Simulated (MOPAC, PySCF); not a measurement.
C2H6BF, SMILES `CB(F)C`, neutral singlet in the gas phase. 

Z-matrix (Å, degrees):
```
B
F 1 1.3374
C 1 1.5626 2 117.59
H 3 1.0916 1 113.09 2 -23.77
H 3 1.0924 4 109.67 1 126.68
H 3 1.0984 4 107.05 5 114.67
C 1 1.5626 2 117.50 3 -179.93
H 7 1.0917 1 112.96 2 -25.68
H 7 1.0920 8 109.67 1 126.82
H 7 1.0982 8 106.91 9 114.74
```
Charge 0, spin multiplicity 1.

All levels are single points at this geometry (PBE0-D3(BJ)/def2-TZVP); Pople sets use spherical d functions. Orbital energies aren't observables, and empty levels follow the basis.

PBE-D3(BJ)/def2-TZVP in PySCF gives dipole (D) = 1.30.

**Question.** Estimate the dipole (D) from each of these levels: TPSSh-D3(BJ)/def2-TZVP in PySCF; B3LYP/3-21G in PySCF; BP86/6-31G* in PySCF; M06-2X/6-31G* in PySCF; HF/3-21G in PySCF; HF/6-31G* in PySCF; AM1 in MOPAC; PM3 in MOPAC.

**Answer.** 
| level | dipole (D) |
|---|---|
| TPSSh-D3(BJ)/def2-TZVP in PySCF | 1.32 |
| B3LYP/3-21G in PySCF | 1.22 |
| BP86/6-31G* in PySCF | 1.08 |
| M06-2X/6-31G* in PySCF | 1.21 |
| HF/3-21G in PySCF | 1.54 |
| HF/6-31G* in PySCF | 1.35 |
| AM1 in MOPAC | 1.22 |
| PM3 in MOPAC | 1.41 |
